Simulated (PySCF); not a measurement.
# Frontier levels across methods

Species: C₃H₇ClO₂S.
Cartesian coordinates in Å at the PBE0-D3(BJ)/def2-SVP level; atoms count from 1:
```
atom  x, y, z in Å
C1    -3.394    3.521   -1.172
C2    -4.171    2.796   -2.259
C3    -5.073    1.678   -1.767
S4    -6.545    2.193   -0.883
O5    -7.335    1.018   -0.584
O6    -6.229    3.173    0.134
Cl7   -7.539    3.219   -2.432
H8    -2.791    2.815   -0.578
H9    -4.064    4.052   -0.484
H10   -2.705    4.253   -1.618
H11   -4.777    3.502   -2.850
H12   -3.474    2.329   -2.974
H13   -4.579    1.022   -1.030
H14   -5.471    1.049   -2.576
```

Basis pcSseg-1 throughout (PySCF), one geometry. Geometry: PBE0-D3(BJ)/def2-SVP, one conformer, isolated molecule.

**Question.** How do the orbital energies, the gap and the dipole change with the method?

**Answer.** 
```json
{"method": "BLYP", "kind": "GGA", "HOMO (eV)": "-7.36", "LUMO (eV)": "-2.64", "gap (eV)": "4.72", "μ (D)": "4.03", "SCF cycles": "17"}
{"method": "OPBE", "kind": "GGA", "HOMO (eV)": "-7.53", "LUMO (eV)": "-2.64", "gap (eV)": "4.89", "μ (D)": "4.03", "SCF cycles": "18"}
{"method": "KT2", "kind": "GGA", "HOMO (eV)": "-7.64", "LUMO (eV)": "-2.84", "gap (eV)": "4.81", "μ (D)": "4.08", "SCF cycles": "18"}
{"method": "BHandHLYP", "kind": "global hybrid", "HOMO (eV)": "-10.52", "LUMO (eV)": "-0.86", "gap (eV)": "9.66", "μ (D)": "4.50", "SCF cycles": "13"}
{"method": "wB97X-D", "kind": "range-separated hybrid", "HOMO (eV)": "-11.03", "LUMO (eV)": "-0.18", "gap (eV)": "10.85", "μ (D)": "4.38", "SCF cycles": "14"}
{"method": "HF", "kind": "Hartree–Fock", "HOMO (eV)": "-12.64", "LUMO (eV)": "2.00", "gap (eV)": "14.65", "μ (D)": "4.82", "SCF cycles": "11"}
```

The HOMO spans 5.29 eV, from BLYP down to HF, and the gap runs from 4.72 eV (BLYP) to 14.65 eV (HF). Over the methods BLYP (0 %), OPBE (0 %), KT2 (0 %), BHandHLYP (50 %), HF (100 %), a straight line through the gap against the share of exact exchange rises by 0.98 eV for each 10 % (correlation coefficient 1.000). The dipole ranges from 4.03 D (BLYP) to 4.82 D (HF). This basis has no diffuse functions.
